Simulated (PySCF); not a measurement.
Calculated properties of `C(=C\C=C)/C=C\C#N`

Species: C7H7N.
Geometry (GFN2-xTB, Å), atoms numbered from 1 in this order:
```xyz
15
C7H7N angstrom
C     -3.2351   -0.6273    0.0907
C     -1.9275   -0.7819   -0.1156
C     -0.9400    0.1682    0.3145
C      0.3829    0.0172    0.1086
C      1.3564    0.9704    0.5422
C      2.6838    0.8373    0.3463
C      3.2549   -0.2628   -0.3100
N      3.7379   -1.1573   -0.8450
H     -3.9542   -1.3554   -0.2423
H     -3.6268    0.2373    0.6017
H     -1.5581   -1.6589   -0.6311
H     -1.3051    1.0476    0.8313
H      0.7539   -0.8591   -0.4077
H      0.9884    1.8477    1.0588
H      3.3841    1.5849    0.6931
```

Among its groups: nitrile and C=C double bond.

From GFN2-xTB geometry:

| Item | Value |
| --- | --- |
| Point group of the GFN2-xTB geometry | Cs |
| Rotational constants A, B, C of the GFN2-xTB geometry | 6.341, 0.811, 0.719 GHz |

PBE0/def2-SVPD ground state and vertical TDDFT (core frozen in the response) (PySCF):

| Property | Result |
| --- | --- |
| Dipole moment | 4.64 D |
| HOMO energy | -6.82 eV |
| LUMO energy | -2.45 eV |
| HOMO–LUMO gap | 4.37 eV |
| Lowest singlet excitation | 4.33 eV (287 nm, f = 1.027) |
| Strongest line among the 6 lowest singlet transitions | S1 at 4.33 eV (287 nm, f = 1.027) |
| Lowest triplet excitation (Tamm–Dancoff) | 2.22 eV |
| Static isotropic polarisability | 112.1 au |
| Electronic spatial extent ⟨r²⟩ about the centre of nuclear charge | 1489 bohr² |

PBE0/pcSseg-1 ground state and GIAO shieldings, non-relativistic (PySCF):

| Property | Result |
| --- | --- |
| Lowest Hirshfeld atomic charge | -0.22 e on N8 |
| Highest Hirshfeld atomic charge | +0.07 e on C7/H15 |
| 13C chemical shifts (computed TMS as zero) by class | 157.6 (C5), 150.1 (C3), 145.3 (C2), 137.9 (C4), 132.8 (C1), 121.6 (C7), 103.2 (C6) ppm |
| 1H chemical shifts (computed TMS as zero) by class | 7.17 (H13), 6.98 (H14), 6.88 (H11), 6.72 (H12), 5.88 (H10), 5.86 (H9), 5.22 (H15) ppm |
| Isotropic shieldings of nuclei other than C and H, by class | -65 (N8) ppm |
| Mayer bond orders between heavy atoms | C1–C2 1.87, C2–C3 1.12, C3–C4 1.66, C4–C5 1.15, C5–C6 1.73, C6–C7 1.07, C7–N8 2.97 |

Monoisotopic mass from the formula: 105.0578 u.

The polarisability is 16.61 Å³ as a volume (1 au = 0.148185 Å³), or 2.00 au for each of the 56 electrons. The dipole matches unit charges of opposite sign 0.97 Å apart (1 e·Å = 4.8032 D). The largest Löwdin shares of the HOMO are 0.17 on C1, 0.16 on C6, 0.15 on C4 and 0.14 on C3. With B = h/(8π²I), that is 505.379 GHz u Å² over I, the principal moments of inertia are 79.7, 623.0 and 702.7 u Å² (most abundant isotopes); the inertial defect Ic − Ia − Ib is 0.0 u Å² (zero for a rigid planar frame, negative otherwise). The largest Löwdin shares of the LUMO are 0.17 on C6, 0.15 on C3, 0.14 on C5 and 0.14 on C1. In wavenumbers S1 is 34900 cm⁻¹ (1 eV = 8065.54 cm⁻¹).

Isolated species at its GFN2-xTB geometry (one conformer only).
